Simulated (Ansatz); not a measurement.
A nudged elastic band was laid between two geometries of ClFH4N2Ti + H4Si (14 atoms, charge 0, multiplicity 1).

All numbers below come from RKS PBE/def2-SVP (Ansatz 0.2.0).

```json
{"movable images": "9", "climbing image": "yes", "spring": "5.0 eV/Å²", "optimiser": "quadratic models (default)", "start path": "through a guess of the saddle point", "force threshold": "0.05 eV/Å", "iteration limit": "60", "end points": "relaxed"}
```

Initial state:

```xyz
14
Properties=species:S:1:pos:R:3
Ti 0.455 -0.137 -0.306
Cl 0.827 -0.434 1.879
F 1.906 0.419 -1.131
N -0.909 1.134 -0.537
H -1.803 1.000 -1.018
H -0.812 2.113 -0.241
N -0.179 -1.698 -1.098
H -0.812 -2.356 -0.625
H 0.151 -2.095 -1.985
Si -3.449 0.413 1.700
H -3.390 -0.641 0.625
H -4.643 0.135 2.573
H -3.631 1.765 1.063
H -2.197 0.381 2.526
```

Final state:

```xyz
14
Properties=species:S:1:pos:R:3
Ti -0.512 0.500 -0.364
Cl -0.038 -2.062 2.817
F 0.769 1.277 0.550
N -1.181 1.417 -1.849
H -1.862 1.031 -2.516
H -1.005 2.403 -2.079
N -0.467 -1.359 -0.502
H -1.054 -1.961 -1.092
H 0.005 -1.929 0.218
Si -2.631 0.534 1.122
H -3.827 -0.111 0.449
H -2.460 -0.309 2.392
H -3.125 1.864 1.650
H -1.096 -1.298 2.628
```

Problem. What changes between the two ends?

Solution. Bonds broken: Ti1–Cl2, Si10–H14. Bonds formed: Ti1–Si10, Cl2–H14. ClFH4N2Ti + H4Si becomes ClH + FH7N2SiTi.

Problem. What energy profile does the band end with?

Solution. The run converged. The highest image is number 7 of 0 to 10, 1.72 eV above the first end and 0.15 eV above the last; the last end lies 1.56 eV above the first. A vibrational analysis at the climbing image gives one clearly imaginary mode, 115i cm⁻¹: a first-order saddle point. The orbitals stay closed-shell, which can raise the energy where a bond breaks towards radicals; this wasn't checked here.

| image | path coordinate (Å) | energy (eV) | Ti1–Cl2 (Å) | Si10–H14 (Å) | Ti1–Si10 (Å) |
| --- | --- | --- | --- | --- | --- |
| 0 | 0.00 | 0.00 | 2.24 | 1.50 | 4.42 |
| 1 | 1.40 | 0.00 | 2.24 | 1.50 | 4.56 |
| 2 | 2.81 | 0.04 | 2.24 | 1.50 | 4.76 |
| 3 | 4.21 | 0.05 | 2.24 | 1.50 | 4.90 |
| 4 | 5.60 | 0.09 | 2.24 | 1.50 | 4.45 |
| 5 | 6.99 | 0.31 | 2.26 | 1.50 | 3.82 |
| 6 | 8.39 | 0.78 | 2.35 | 1.53 | 3.11 |
| 7 | 9.78 | 1.72 | 2.88 | 2.11 | 2.68 |
| 8 | 10.56 | 1.65 | 3.27 | 2.43 | 2.62 |
| 9 | 11.34 | 1.58 | 3.68 | 2.67 | 2.59 |
| 10 | 12.12 | 1.56 | 4.11 | 2.82 | 2.59 |

Problem. What is the geometry of the highest image?

Solution. 
```xyz
14
Properties=species:S:1:pos:R:3
Ti -0.429 0.152 -0.037
Cl 0.148 -1.264 2.401
F 1.031 1.020 0.432
N -1.276 1.224 -1.313
H -2.139 0.993 -1.821
H -1.040 2.212 -1.468
N -0.437 -1.588 -0.727
H -0.918 -1.903 -1.578
H 0.130 -2.350 -0.335
Si -2.721 0.442 1.328
H -3.794 0.100 0.317
H -3.133 -0.289 2.592
H -2.862 1.911 1.656
H -1.044 -0.660 1.978
```

Problem. What are the harmonic wavenumbers there?

Solution. 115i, 60, 110, 130, 135, 161, 177, 188, 196, 277, 298, 337, 364, 374, 462, 469, 495, 534, 551, 646, 674, 719, 770, 836, 901, 914, 1421, 1434, 1753, 2101, 2113, 2130, 3438, 3444, 3540, 3551 cm⁻¹.

The run took 11 min on 4 threads of Intel(R) Xeon(R) Platinum 8488C (Sapphire Rapids) (shared host), peak memory 0.26 GiB.
